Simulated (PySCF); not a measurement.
PySCF job for C₄H₁₀BN, SMILES C=C(C)B(C)N, TDA-M06-2X/def2-SVPD. Coordinates come from a TPSSh-D3(BJ)/def2-SVP optimisation. This is a generated structure with no PubChem entry under its InChIKey; it may be hypothetical. The values are those of a single conformer.

```python
import numpy as np
from pyscf import gto, scf, dft, tdscf

mol = gto.M(
    atom='''
    C     1.63385590    0.06687394    1.06804392
    C     0.78770867   -0.24288345    0.06584180
    C     1.20154190   -1.21568304   -1.01490178
    B    -0.68307454    0.34891335    0.04208847
    C    -1.90684345   -0.51893599   -0.47705736
    N    -0.88762833    1.66539816    0.48543610
    H     1.34210313    0.74136008    1.88080700
    H     2.64359377   -0.35735132    1.13570428
    H     1.11393158   -0.76004610   -2.01675884
    H     0.54047461   -2.09966229   -1.02013962
    H     2.23867062   -1.56388350   -0.88624639
    H    -2.88466443   -0.01987188   -0.37464152
    H    -1.96141189   -1.48663753    0.05234499
    H    -1.77140450   -0.76769624   -1.54560232
    H    -1.80188305    2.10214539    0.53828974
    H    -0.12821705    2.27306074    0.77618796
    ''',
    basis='def2-SVPD',
    charge=0,
    spin=0,
    max_memory=1600,
    verbose=4,
)
mf = dft.RKS(mol, xc='m06-2x').density_fit(auxbasis='def2-universal-jkfit')
mf.grids.level = 4
mf.conv_tol = 1e-9
mf.max_cycle = 100
mf.kernel()
mf.grids = dft.Grids(mol).set(level=2).build(with_non0tab=True)  # coarser grid for the response kernel
td = tdscf.TDA(mf)
td.singlet = True
td.nstates = 10
td.conv_tol = 1e-4
td.positive_eig_threshold = 1e-6
td.kernel(x0=td.get_init_guess(mf, 15))
td.analyze()
tt = tdscf.TDA(mf)
tt.singlet = False
tt.nstates = 4
tt.conv_tol = 1e-4
tt.positive_eig_threshold = 1e-6
tt.kernel(x0=tt.get_init_guess(mf, 9))
tt.analyze(verbose=3)
```

Program output:

```
PySCF version 2.14.0

[INPUT] verbose = 4
[INPUT] num. atoms = 16
[INPUT] num. electrons = 46
[INPUT] charge = 0
[INPUT] spin (= nelec alpha-beta = 2S) = 0
[INPUT] symmetry False subgroup None
[INPUT] Mole.unit = angstrom
[INPUT] Symbol           X                Y                Z      unit          X                Y                Z       unit  Magmom
[INPUT]  1 C      1.633855900000   0.066873940000   1.068043920000 AA    3.087540178005   0.126373431471   2.018310497807 Bohr   0.0
[INPUT]  2 C      0.787708670000  -0.242883450000   0.065841800000 AA    1.488553652245  -0.458983200689   0.124422969548 Bohr   0.0
[INPUT]  3 C      1.201541900000  -1.215683040000  -1.014901780000 AA    2.270585118190  -2.297307999879  -1.917886407534 Bohr   0.0
[INPUT]  4 B     -0.683074540000   0.348913350000   0.042088470000 AA   -1.290823803263   0.659350672705   0.079535681302 Bohr   0.0
[INPUT]  5 C     -1.906843450000  -0.518935990000  -0.477057360000 AA   -3.603411882921  -0.980646897280  -0.901507756108 Bohr   0.0
[INPUT]  6 N     -0.887628330000   1.665398160000   0.485436100000 AA   -1.677374444105   3.147146410755   0.917341279977 Bohr   0.0
[INPUT]  7 H      1.342103130000   0.741360080000   1.880807000000 AA    2.536207346622   1.400967510886   3.554210123165 Bohr   0.0
[INPUT]  8 H      2.643593770000  -0.357351320000   1.135704280000 AA    4.995668209906  -0.675296125052   2.146170047696 Bohr   0.0
[INPUT]  9 H      1.113931580000  -0.760046100000  -2.016758840000 AA    2.105025607704  -1.436278971044  -3.811121866896 Bohr   0.0
[INPUT] 10 H      0.540474610000  -2.099662290000  -1.020139620000 AA    1.021348990181  -3.967786682177  -1.927784490618 Bohr   0.0
[INPUT] 11 H      2.238670620000  -1.563883500000  -0.886246390000 AA    4.230474354910  -2.955311505726  -1.674762955984 Bohr   0.0
[INPUT] 12 H     -2.884664430000  -0.019871880000  -0.374641520000 AA   -5.451225733975  -0.037552410780  -0.707969867691 Bohr   0.0
[INPUT] 13 H     -1.961411890000  -1.486637530000   0.052344990000 AA   -3.706531289566  -2.809337778200   0.098917695093 Bohr   0.0
[INPUT] 14 H     -1.771404500000  -0.767696240000  -1.545602320000 AA   -3.347469360822  -1.450735640458  -2.920765082292 Bohr   0.0
[INPUT] 15 H     -1.801883050000   2.102145390000   0.538289740000 AA   -3.405065472996   3.972479061117   1.017220184263 Bohr   0.0
[INPUT] 16 H     -0.128217050000   2.273060740000   0.776187960000 AA   -0.242295109000   4.295462263101   1.466782665585 Bohr   0.0

nuclear repulsion = 216.118637034468
number of shells = 88
number of NR pGTOs = 280
number of NR cGTOs = 200
basis = def2-SVPD
ecp = {}


[settings echo left out]
init E= -238.343911108614
  HOMO = -0.296275159727666  LUMO = -0.0738546921205177  gap/eV = 6.05237
cycle= 1 E= -237.764294586708  delta_E= 0.58  |g|= 0.386  |ddm|=    6
  HOMO = -0.262698979596453  LUMO = 0.0224628034608823  gap/eV = 7.75965
cycle= 2 E= -237.783178190854  delta_E= -0.0189  |g|= 0.31  |ddm|= 1.41
  HOMO = -0.304953459121954  LUMO = 0.0154946911194047  gap/eV = 8.71984
cycle= 3 E= -237.806616881617  delta_E= -0.0234  |g|= 0.0527  |ddm|= 0.561
  HOMO = -0.305739258205751  LUMO = 0.0168558984150864  gap/eV = 8.77826
cycle= 4 E= -237.807101559456  delta_E= -0.000485  |g|= 0.0314  |ddm|= 0.113
  HOMO = -0.303083951728469  LUMO = 0.0170772546129414  gap/eV = 8.71203
cycle= 5 E= -237.807346242783  delta_E= -0.000245  |g|= 0.00385  |ddm|= 0.0595
  HOMO = -0.302969692378416  LUMO = 0.0170627497456821  gap/eV = 8.70853
cycle= 6 E= -237.807349303754  delta_E= -3.06e-06  |g|= 0.00225  |ddm|= 0.011
  HOMO = -0.30306035642681  LUMO = 0.0170436568884633  gap/eV = 8.71047
cycle= 7 E= -237.807350542168  delta_E= -1.24e-06  |g|= 0.000383  |ddm|= 0.00392
  HOMO = -0.303042376597716  LUMO = 0.0170479185772723  gap/eV = 8.71010
cycle= 8 E= -237.8073505827  delta_E= -4.05e-08  |g|= 9.69e-05  |ddm|= 0.00103
  HOMO = -0.303039174145717  LUMO = 0.0170502983708154  gap/eV = 8.71008
cycle= 9 E= -237.807350585667  delta_E= -2.97e-09  |g|= 2.88e-05  |ddm|= 0.000243
  HOMO = -0.303041324021105  LUMO = 0.0170498737239622  gap/eV = 8.71013
cycle= 10 E= -237.807350585965  delta_E= -2.98e-10  |g|= 6.48e-06  |ddm|= 9.55e-05
  HOMO = -0.303041056953488  LUMO = 0.0170496921614247  gap/eV = 8.71011
Extra cycle  E= -237.807350585974  delta_E= -8.75e-12  |g|= 5.21e-06  |ddm|= 2.85e-05
converged SCF energy = -237.807350585974
tot grids = 120752
Overwritten attributes  positive_eig_threshold  of <class 'pyscf.tdscf.rks.TDA'>


******** <class 'pyscf.tdscf.rks.TDA'> for <class 'pyscf.df.df_jk.DFRKS'> ********
nstates = 10 singlet
deg_eia_thresh = 1.000e-03
wfnsym = None
conv_tol = 0.0001
eigh lindep = 1e-12
eigh level_shift = 0
eigh max_cycle = 100


Excitation energies (eV)
[6.37792065 6.52560908 6.63414407 7.40650937 7.6150142  7.70371079
 7.81823119 7.87111903 7.89672972 8.27172643]

** Singlet excitation energies and oscillator strengths **
Excited State   1:      6.37792 eV    194.40 nm  f=0.0231
      21 -> 25       -0.20980
      22 -> 24       -0.17279
      22 -> 25        0.60780
      23 -> 25        0.17194
Excited State   2:      6.52561 eV    190.00 nm  f=0.0060
      23 -> 24       -0.66374
      23 -> 25       -0.11236
Excited State   3:      6.63414 eV    186.89 nm  f=0.2289
      22 -> 25        0.17639
      23 -> 24        0.10512
      23 -> 25       -0.62896
Excited State   4:      7.40651 eV    167.40 nm  f=0.0360
      21 -> 24        0.42740
      22 -> 24        0.18244
      23 -> 26       -0.47713
Excited State   5:      7.61501 eV    162.82 nm  f=0.0708
      20 -> 25       -0.29972
      21 -> 24        0.14717
      21 -> 25       -0.51389
      22 -> 25       -0.19582
      23 -> 28       -0.12943
      23 -> 30        0.14130
Excited State   6:      7.70371 eV    160.94 nm  f=0.0045
      21 -> 24       -0.19022
      22 -> 24       -0.28970
      23 -> 24       -0.15628
      23 -> 26       -0.30401
      23 -> 27       -0.45156
      23 -> 29       -0.13776
Excited State   7:      7.81823 eV    158.58 nm  f=0.0331
      19 -> 25        0.14307
      20 -> 24        0.12807
      20 -> 25       -0.39923
      21 -> 25        0.23551
      22 -> 24        0.27251
      22 -> 25        0.12546
      23 -> 26        0.18185
      23 -> 27       -0.24964
      23 -> 28        0.10358
Excited State   8:      7.87112 eV    157.52 nm  f=0.0383
      20 -> 25        0.26099
      21 -> 24        0.34117
      23 -> 26        0.31129
      23 -> 27       -0.37334
      23 -> 30        0.12240
Excited State   9:      7.89673 eV    157.01 nm  f=0.0007
      20 -> 25       -0.19515
      21 -> 24        0.25205
      21 -> 25        0.23454
      22 -> 24       -0.48628
      22 -> 25       -0.10868
      23 -> 27        0.15949
      23 -> 29        0.11715
Excited State  10:      8.27173 eV    149.89 nm  f=0.2649
      21 -> 25       -0.20383
      23 -> 25       -0.11637
      23 -> 28        0.46991
      23 -> 29        0.19354
      23 -> 30       -0.36695

** Transition electric dipole moments (AU) **
state          X           Y           Z        Dip. S.      Osc.
  1        -0.3380      0.0134     -0.1831      0.1479      0.0231
  2        -0.0210      0.1894     -0.0346      0.0375      0.0060
  3         1.0145     -0.0923      0.6089      1.4085      0.2289
  4        -0.0933     -0.1868      0.3932      0.1982      0.0360
  5         0.0317      0.5591      0.2567      0.3795      0.0708
  6         0.0926     -0.1135      0.0490      0.0238      0.0045
  7        -0.0991     -0.4032      0.0257      0.1731      0.0331
  8         0.2015     -0.0324      0.3965      0.1989      0.0383
  9         0.0216     -0.0423      0.0395      0.0038      0.0007
 10         0.1781      0.6239      0.9415      1.3074      0.2649

** Transition velocity dipole moments (imaginary part, AU) **
state          X           Y           Z        Dip. S.      Osc.
  1        -0.0269      0.0270     -0.0333      0.0026      0.0073
  2         0.0085      0.0348      0.0173      0.0016      0.0044
  3         0.1136     -0.0075      0.0117      0.0131      0.0358
  4        -0.0232     -0.0525      0.1000      0.0133      0.0326
  5         0.0060      0.0855      0.0166      0.0076      0.0181
  6         0.0184     -0.0273      0.0137      0.0013      0.0030
  7        -0.0280     -0.0910      0.0140      0.0093      0.0215
  8         0.0266     -0.0340      0.0849      0.0091      0.0209
  9         0.0293      0.0085      0.0238      0.0015      0.0034
 10        -0.0049      0.0854      0.1588      0.0325      0.0713

** Transition magnetic dipole moments (imaginary part, AU) **
state          X           Y           Z
  1        -0.2299      0.1666     -0.5486
  2         0.1116     -0.3959     -0.2230
  3         0.0870     -0.1621     -0.4544
  4        -0.9830      0.0582     -0.0819
  5        -0.3363     -0.3326     -0.0727
  6         0.2375      0.1381      0.1240
  7        -0.2939      0.0321     -0.1057
  8         0.1283     -0.0603      0.3983
  9        -0.2841     -0.0164     -0.1625
 10         0.1399      0.4121     -0.2014


******** <class 'pyscf.tdscf.rks.TDA'> for <class 'pyscf.df.df_jk.DFRKS'> ********
nstates = 4 triplet
deg_eia_thresh = 1.000e-03
wfnsym = None
conv_tol = 0.0001
eigh lindep = 1e-12
eigh level_shift = 0
eigh max_cycle = 100


Excitation energies (eV)
[4.27520554 5.9779177  6.14747101 6.48379341]

** Triplet excitation energies and oscillator strengths **
Excited State   1:      4.27521 eV    290.01 nm  f=0.0000
Excited State   2:      5.97792 eV    207.40 nm  f=0.0000
Excited State   3:      6.14747 eV    201.68 nm  f=0.0000
Excited State   4:      6.48379 eV    191.22 nm  f=0.0000
```

The run converged.

Cost: very roughly 13 core-minutes.
